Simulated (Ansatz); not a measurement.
Reaction (ligand exchange at the Si–O bond): `[SiH3]O[Si](Cl)(Cl)Cl` + `C1[SiH2][AsH]1` → `[SiH3][As]1C[SiH2]1` + `O[Si](Cl)(Cl)Cl`

Isolated molecules relaxed with PBE0-D4/def2-TZVP in Ansatz; ΔE leaves out vibrations. CBS: MP2 limit from def2 TZ/QZ plus the TZ coupled-cluster correction, frozen cores. DFT in def2-TZVPP. B3LYP here is the variant with VWN-RPA as its local correlation; programs differ in this. For As outer-core shells are correlated without core-valence functions, which leaves a few kJ/mol of doubt a bond. Scalar relativity is left out up to krypton. One conformer a species, not always the lowest.

| level | ΔE (kJ/mol) | difference from CCSD(T)/CBS |
| --- | --- | --- |
| PBE-D4 | 44.7 | -19.5 |
| r2SCAN-D4 | 60.3 | -3.9 |
| PBE0-D4 | 51.3 | -12.9 |
| B3LYP-D4 | 69.6 | 5.4 |
| ωB97M-V | 65.4 | 1.2 |
| PBE | 46.4 | -17.8 |
| r2SCAN | 60.3 | -3.9 |
| PBE0 | 52.6 | -11.6 |
| HF/def2-TZVPP | 96.3 | 32.1 |
| MP2/def2-TZVPP | 62.7 | -1.5 |
| CCSD/def2-TZVPP | 72.1 | 7.9 |
| CCSD(T)/def2-TZVPP | 66.6 | 2.4 |
| HF/def2-QZVPP | 99.3 | 35.1 |
| HF/CBS(def2) | 99.7 | 35.5 |
| MP2/CBS(def2) | 60.4 | -3.8 |
| CCSD/CBS(def2) | 69.7 | 5.5 |
| CCSD(T)/CBS | 64.2 | 0 |

Largest T1 diagnostic among the species: 0.012.

From PBE to PBE0 (25 % exact exchange), in def2-TZVPP and without D4, ΔE moves by +6.2 kJ/mol. The D4 term adds −3.2 kJ/mol with B3LYP and −1.2 kJ/mol with PBE0; it sums over pairs of atoms, weighted by their polarisabilities, and B3LYP, whose exchange is more repulsive, gets the larger term.
